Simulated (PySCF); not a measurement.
NMR data sheet: C$_{5}$H$_{7}$F$_{4}$P

```yaml
Formula: C5H7F4P
SMILES: CC(C)/C(F)=P/C(F)(F)F
InChI: InChI=1S/C5H7F4P/c1-3(2)4(6)10-5(7,8)9/h3H,1-2H3
Point_group_of_the_computed_structure: C1
Carbon_signals: 4
Proton_signals: 2
```

Molfile (atoms numbered from 1):
```
C5H7F4P
     RDKit          3D

 17 16  0  0  0  0  0  0  0  0999 V2000
   -1.7972    1.0633    0.1961 C   0  0  0  0  0  0  0  0  0  0  0  0
   -0.9965   -0.2032    0.5177 C   0  0  0  0  0  0  0  0  0  0  0  0
   -1.5012   -1.4129   -0.2540 C   0  0  0  0  0  0  0  0  0  0  0  0
    0.4607    0.0637    0.3177 C   0  0  0  0  0  0  0  0  0  0  0  0
    0.8947    1.0384    1.1089 F   0  0  0  0  0  0  0  0  0  0  0  0
    1.4539   -0.7341   -0.7964 P   0  0  0  0  0  0  0  0  0  0  0  0
    3.0544    0.2296   -0.4586 C   0  0  0  0  0  0  0  0  0  0  0  0
    3.5052    0.0853    0.7883 F   0  0  0  0  0  0  0  0  0  0  0  0
    2.9368    1.5366   -0.6972 F   0  0  0  0  0  0  0  0  0  0  0  0
    3.9973   -0.2432   -1.2827 F   0  0  0  0  0  0  0  0  0  0  0  0
   -2.8588    0.9124    0.4404 H   0  0  0  0  0  0  0  0  0  0  0  0
   -1.7201    1.3020   -0.8762 H   0  0  0  0  0  0  0  0  0  0  0  0
   -1.4298    1.9256    0.7690 H   0  0  0  0  0  0  0  0  0  0  0  0
   -1.1006   -0.4010    1.6026 H   0  0  0  0  0  0  0  0  0  0  0  0
   -1.3944   -1.2650   -1.3405 H   0  0  0  0  0  0  0  0  0  0  0  0
   -2.5686   -1.5734   -0.0430 H   0  0  0  0  0  0  0  0  0  0  0  0
   -0.9577   -2.3291    0.0203 H   0  0  0  0  0  0  0  0  0  0  0  0
  1  2  1  0
  2  3  1  0
  2  4  1  0
  4  5  1  0
  4  6  2  0
  6  7  1  0
  7  8  1  0
  7  9  1  0
  7 10  1  0
  1 11  1  0
  1 12  1  0
  1 13  1  0
  2 14  1  0
  3 15  1  0
  3 16  1  0
  3 17  1  0
M  END
```

Computational details: PBE0-D3(BJ)/def2-SVP geometry, HF/pcSseg-1 with gauge-including orbitals, in PySCF (non-relativistic Hamiltonian, gas phase, averaged over atoms made equivalent by symmetry, fast rotation or ring inversion, single conformer).

Scale: TMS for ¹H (31.69 ppm), ¹³C (190.85 ppm); CFCl3 for ¹⁹F (246.35 ppm); ³¹P (356.22 ppm) vs H3PO4 (reference shieldings calculated alike).

| carbon | δC, type | δH (multiplicity) | HMBC from (2–3 bonds) | span of the C tensor (ppm) |
| --- | --- | --- | --- | --- |
| C1/C3 | 18.8, CH3 | 1.28 (d) | H14, H11/H12/H13/H15/H16/H17 | 29 |
| C2 | 35.0, CH | 2.16 (m) | H11/H12/H13/H15/H16/H17 | 28 |
| C4 | 259.3, C | – | H14, H11/H12/H13/H15/H16/H17 | 402 |
| C7 | 117.5, C | – | – | 18 |

Other nuclei:
```csv
atoms,nucleus,environment,δ (ppm),σ (ppm)
F5,¹⁹F,fluorine bonded to C,23.8,222.6
F8/F9/F10,¹⁹F,fluorine of a CF3 group,-34.8,281.1
P6,³¹P,phosphorus bonded to 2 C,141.3,214.9
```

- δC 259.3: carbon double-bonded to a heavier main-group atom.
- δC 117.5: CF3 carbon; 3 electronegative neighbours deshield it.
- δC 35.0: sp3 CH; aliphatic region, no heteroatom directly attached.
- δC 18.8: methyl carbon; a saturated carbon with 1 carbon neighbour and no heteroatom attached.
- δH 1.28: hydrogen on a methyl carbon.

Splittings by ¹⁹F and ³¹P in the carbon and heteronuclear signals aren't shown, as no couplings were computed. Shifts are as computed. Against solution values, carbons near 30 ppm lie about -0 ppm off and those near 130 ppm about +7 ppm. Of 1211 compounds with measured shifts, 218 miss one by over three times the rms of a fit or turn the order of signals round; such compounds aren't used in these exercises. Unscaled 19F shifts against computed CFCl3 carry errors that often reach 10 to 50 ppm. Experimental scales use liquid or dissolved standards, which lie at an offset from isolated H3PO4. No couplings were computed; multiplicities are counted from neighbouring protons, with m where these are inequivalent, close in shift, in a saturated or five-membered ring or joined by F or P, and br s for small geminal =CH2 splittings.
